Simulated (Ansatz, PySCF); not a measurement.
Gas-phase reaction (SMILES): CCN([SiH3])CC + 5 [H][H] (H2) -> 4 C (CH4) + N (NH3) + [SiH4] (SiH4); energy of full hydrogenation.

Each molecule is optimised on its own at B3LYP-D3(BJ)/def2-TZVP (Ansatz, a quantum-chemistry and plane-wave program), one conformer each, not searched for the lowest. Valence correlation only, unless marked. Spin-orbit coupling is left out. No relativistic terms. CBS marks a two-point X^-3 extrapolation of the correlation energy; Hartree-Fock from the larger set. The bracket is a focal-point correction in the basis named. Thermal terms are rigid-rotor harmonic-oscillator values from B3LYP-D3(BJ) frequencies (PySCF) at 298.15 K and 1 atm. 1 Eh = 627.5095 kcal/mol.

```csv
species,"E, RI-MP2/CBS(aug-cc-pV(T+d)Z,aug-cc-pV(Q+d)Z)+[CCSD(T)-MP2]/aug-cc-pV(T+d)Z (Ansatz) (Eh)","E, PBE-D3(BJ)/def2-TZVPD (Ansatz + dftd3) (Eh)",H - E (Eh),G - E (Eh)
CCN([SiH3])CC,-503.82000,-504.14570,0.17417,0.13018
[H][H] (H2),-1.17524,-1.16598,0.01336,-0.00144
C (CH4),-40.46129,-40.46420,0.04840,0.02728
N (NH3),-56.50756,-56.51114,0.03799,0.01614
[SiH4] (SiH4),-291.46108,-291.72290,0.03520,0.01198
```

Work out ΔE and ΔH, ΔG, ΔS and the equilibrium constant at 298.15 K at the first level, then ΔH at the second.


1. ΔE = [4×(-40.46129) + (-56.50756) + (-291.46108)] - [(-503.82000) + 5×(-1.17524)] = -0.11760 Eh = -73.8 kcal/mol at RI-MP2/CBS(aug-cc-pV(T+d)Z,aug-cc-pV(Q+d)Z)+[CCSD(T)-MP2]/aug-cc-pV(T+d)Z.
2. The terms H - E add up to 0.02582 Eh, so ΔH = (-0.11760 + (0.02582))×627.5095 = -57.6 kcal/mol.
3. The terms G - E add up to 0.01426 Eh, so ΔG = -64.8 kcal/mol, and ΔS = (0.02582 - (0.01426))×627509.5/298.15 = 24.3 cal/(mol K).
4. log10 K = -ΔG/(RT ln 10) = 47.5, with RT ln 10 = 1.3642 kcal/mol.
5. At PBE-D3(BJ)/def2-TZVPD the same steps give ΔE = -72.3 and ΔH = -56.1 kcal/mol, a shift of +1.5 from the first level.
6. These values are not checked against measurement here, since the tables used lack a sound gas-phase enthalpy of formation for at least one species.
